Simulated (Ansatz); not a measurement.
Geometry optimisation, Ansatz 0.2.0, RKS r2SCAN-D4/def2-SVP.

Input file:

```yaml
crystal:
  periodic: [false, false, false]
  atoms:
    - { symbol: "N", position_ang: [-1.949, -0.2195, 0.1084] }
    - { symbol: B, position_ang: [-0.8519, -0.455, -0.8594] }
    - { symbol: Sn, position_ang: [1.1775, 0.1906, -0.3514] }
    - { symbol: O, position_ang: [1.8345, -0.678, 1.3471] }
    - { symbol: Cl, position_ang: [1.2452, 2.5188, -0.069] }
    - { symbol: H, position_ang: [-2.80558, 0.17359, -0.46813] }
    - { symbol: H, position_ang: [-2.25554, -1.09138, 0.52345] }
    - { symbol: H, position_ang: [-1.0125, -0.9919, -1.8865] }
    - { symbol: H, position_ang: [2.3144, -0.2471, -1.5796] }
    - { symbol: H, position_ang: [1.0661, -0.4248, 2.0273] }
basis:
  gaussian: { orbitals: def2-SVP }
hamiltonian:
  xc: r2scan
  dispersion: d4
relax:
  f_tol: 0.015
  max_steps: 40
```

Command:

```bash
$ ansatz run input.yaml --threads 2 --pin off --max-ram 3072MiB --backend cpu --events-out ev --progress --plain --runs-dir out
```

**Question.** Where does it end, and by what steps?

**Answer.** The forces met the threshold. After 24 steps the energy has fallen by 2.080 eV; H8 moved furthest, 1.16 Å.

```tsv
step	energy less start (eV)	largest force component (eV/Å)	accepted
0	0.0000	2.556	yes
1	-0.5941	1.868	yes
2	-0.9387	2.208	yes
3	-1.2414	2.756	yes
4	-1.5311	2.012	yes
5	-1.7985	1.268	yes
6	-1.8183	1.333	yes
7	-1.8412	1.617	yes
8	-1.8854	0.291	yes
9	-1.8902	0.207	yes
10	-1.9036	0.402	yes
11	-1.8588	1.976	no
12	-1.9187	0.342	yes
13	-1.9394	0.353	yes
14	-1.9648	0.266	yes
15	-1.9819	1.231	yes
16	-1.9862	1.331	yes
17	-2.0381	0.650	yes
18	-2.0602	0.284	yes
19	-2.0755	0.122	yes
20	-2.0768	0.176	yes
21	-2.0797	0.110	yes
22	-2.0800	0.086	yes
23	-2.0803	0.030	yes
24	-2.0804	0.012	yes
```

```xyz
10
Properties=species:S:1:pos:R:3
N -1.793 -0.607 -0.093
B -1.055 -0.195 -1.184
Sn 1.068 0.123 -0.503
O 0.704 -0.579 1.350
Cl 1.586 2.429 -0.178
H -2.790 -0.800 -0.125
H -1.352 -0.736 0.821
H -1.519 -0.030 -2.282
H 2.567 -0.527 -1.031
H 1.347 -0.302 2.016
```

Whether the end is a true minimum wasn't checked by a vibrational analysis.

The run took 110 s on 2 threads of Intel(R) Xeon(R) Platinum 8259CL CPU @ 2.50GHz (Skylake/Cascade Lake), with other jobs on the host, peak memory 0.22 GiB.
